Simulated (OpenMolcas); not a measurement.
# Br⁺: effect of the active space

```yaml
Program: OpenMolcas
Method: CASSCF
Basis: ANO-RCC-VDZP
Scalar_Hamiltonian: DKH2, point nucleus
Spin-orbit_coupling: state interaction with AMFI integrals over the reference wave functions, term energies averaged over their components
```

A. 4 electrons in 3 orbitals (4p); 2S+1 = 3 even, 3 roots; 2S+1 = 1 even, 6 roots; cost about 1.6 core-seconds
B. 6 electrons in 4 orbitals (4s 4p); 2S+1 = 3 even, 3 roots; 2S+1 = 1 even, 6 roots; cost roughly 5 core-seconds

Energies in cm-1 above 4s2 4p4 3P2, the measured ground level; measured values from NIST Handbook of Basic Atomic Spectroscopic Data.

```
      Level      A      B  Measured
4s2 4p4 3P2    0.0    0.0       0.0
4s2 4p4 3P1   2907   2907      3136
4s2 4p4 3P0   3758   3628      3837
4s2 4p4 1D2  14459  14457     12089
4s2 4p4 1S0  33545  26685     27867
```

Deviations, from unrounded energies. A percentage is the sum of absolute deviations over the sum of measured energies, with the sign that they share, or ± where signs differ.

| Against measurement | Levels | A | B |
| --- | --- | --- | --- |
| mean absolute deviation (cm-1) | 4 | 2100 | 1000 |
| fine structure of the ground term (%) | 2 | -4.4 | -6.3 |
| other terms of the ground configuration (%) | 2 | +20.1 | ±8.9 |

B lies closest to measurement on these levels. The largest miss of B in the table is 4s2 4p4 1D2, by +2400 cm-1. The ranking rests on the paired levels alone, and a cruder setting can come out closer through cancelling errors.

Between A and B the level of the table that moves most is 4s2 4p4 1S0, by 6900 cm-1 (lowest in B, highest in A).

Without dynamic correlation excited terms often stand tens of per cent too high (terms of higher spin than the ground term too low), and those without a measured partner can miss by more than the paired ones. With the s shell closed, the reference lacks s² → p² mixing (holds for A). No level of 4s 4p5 was computed, though it lies in the active space (holds for B). Measured partners are found by configuration, term and J. A level has none where our copy of the source lacks it or the pairing is in doubt (some pairs that miss far off the trend of their configuration count as doubtful), and it then counts in no deviation. Levels of configurations outside the active space are missing.
